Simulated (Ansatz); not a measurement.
[IBr2]- (IBr2⁻). The state is a triplet with charge -1. Geometry PBE0-D4/def2-TZVPD, that of the charge -1 singlet; atoms count from 1.

```csv
atom,x (Å),y (Å),z (Å)
I1,0.0000,0.0000,0.0000
Br2,-0.8654,-1.4258,2.1490
Br3,0.8654,1.4259,-2.1491
```

In the def2 sets I takes a core potential; there is no spin–orbit coupling. At PBE0-D4/def2-TZVPD a singlet of charge -1 lies 2.59 eV below the triplet at the same geometry.

**Question.** Estimate the Mulliken populations from the PBE0/def2-TZVPD orbitals of Ansatz.

**Answer.** 
```
atom  charge (e)  spin (α − β)
  I1        0.12          1.16
 Br2       -0.56          0.42
 Br3       -0.56          0.42
```
Mulliken values and Mayer orders depend strongly on the basis. With diffuse functions, as here, like atoms can get unlike values, and bond orders can come out too low or too high.

**Question.** Where does the spin sit?

**Answer.** Summed by element: I 1.16, Br 0.84, of 2 unpaired in all. Largest on single atoms: I1 1.16, Br2 0.42, Br3 0.42.

**Question.** And the Mayer bond orders between bonded heavy atoms (over 0.3)?

**Answer.** I1–Br2 0.46 (2.72 Å); I1–Br3 0.46 (2.72 Å).
